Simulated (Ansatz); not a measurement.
Consider the cleavage of the Si–Ge bond: `[F][GeH2][SiH2][SiH3]` + H₂S → `[SiH3][SiH2]S` + `[F][GeH3]`.

Program: Ansatz. Geometries: PBE0-D4/def2-TZVP. ΔE: electronic, gas phase. CCSD(T)/CBS is the MP2 limit (def2-TZVPP, def2-QZVPP) plus CCSD(T) − MP2 in def2-TZVPP, frozen cores. This one scheme is used for every species. Functionals use def2-TZVPP. For Ge outer-core shells are correlated without core-valence functions, which leaves a few kJ/mol of doubt a bond. Scalar relativity is left out up to krypton. One conformer a species, not always the lowest.

```
          level  ΔE (kJ/mol)
        ωB97M-V        -34.6
           PBE0        -30.6
CCSD/def2-TZVPP        -32.2
  MP2/CBS(def2)        -40.1
```

Task: What does CCSD(T)/CBS give? (An estimate is asked.)

Result: Computed: -32.9 kJ/mol. The listed levels differ from it by -1.7, 2.3, 0.7, -7.2 kJ/mol.

Largest T1 diagnostic among the species: 0.013.

From PBE to PBE0 (25 % exact exchange), in def2-TZVPP and without D4, ΔE moves by −3.9 kJ/mol. In def2-TZVPP, CCSD(T) changes the Hartree–Fock value by +12.3 kJ/mol (the triples alone add +0.5 kJ/mol) and MP2 by +5.2 kJ/mol.
